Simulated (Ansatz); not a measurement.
A search over several starts for the lowest SCF solution of Be₂N₂Cl₂H₄⁺, that is (ClBe-mu-NH2)2 with one electron fewer at the given spin, in a small basis.

```yaml
crystal:
  periodic: [false, false, false]
  atoms:
    - {symbol: Be, position_ang: [1.098090, -0.160902, 0.270397]}
    - {symbol: Cl, position_ang: [2.944176, -0.135096, 0.590941]}
    - {symbol: N, position_ang: [-0.232071, 0.418075, 1.166405]}
    - {symbol: Be, position_ang: [-1.062184, 0.276712, -0.316244]}
    - {symbol: Cl, position_ang: [-2.674835, 1.003217, -0.935104]}
    - {symbol: N, position_ang: [0.174505, -0.603575, -1.092806]}
    - {symbol: H, position_ang: [-0.168071, 1.340770, 1.619039]}
    - {symbol: H, position_ang: [-0.562665, -0.215572, 1.911287]}
    - {symbol: H, position_ang: [-0.005252, -1.615814, -1.185980]}
    - {symbol: H, position_ang: [0.488308, -0.307806, -2.027925]}
basis:
  gaussian: {orbitals: def2-SVP}
total_charge: 1
magnetization: {spin_polarized: true, initial_magnetization: 1}
hamiltonian: {xc: pbe0, dispersion: d4}
output: {orbitals: {seedname: orbitals}}
```

```sh
$ ansatz run in.yaml --threads 4 --pin off --events-out ev --progress --plain --max-ram 3916MiB
```

Shortened log:

```
Functional definition: PBE0
1066 factors; integrals over basis functions are off by at most 1.1e-3 eV
mean field evaluation 1: about -28852.7901 eV, gradient 6.0e1 eV
mean field evaluation 2: about -28830.8425 eV, gradient 8.5e1 eV
mean field evaluation 4: about -28866.9911 eV, gradient 3.9e0 eV
mean field evaluation 8: about -28867.3843 eV, gradient 5.0e-1 eV
mean field evaluation 16: about -28867.3864 eV, gradient 1.1e-3 eV
mean field evaluation 32: about -28866.9989 eV, gradient 3.3e0 eV
mean field -28867.38636488 eV, -1060.8568818920 hartree, gradient 1.6e-5 eV, S^2 0.754868; 6 other end points of the search recorded, 0 dependent functions left out
reference -28867.38640342 eV, -1060.8568833083 hartree; 30, 29 occupied and 72, 73 virtual orbitals, 1066 factors
Total energy: -28867.58205879 eV, -1060.8640735108 hartree
```

Hardware: 4 threads of Intel Xeon on a shared host. Wall time 16 s.
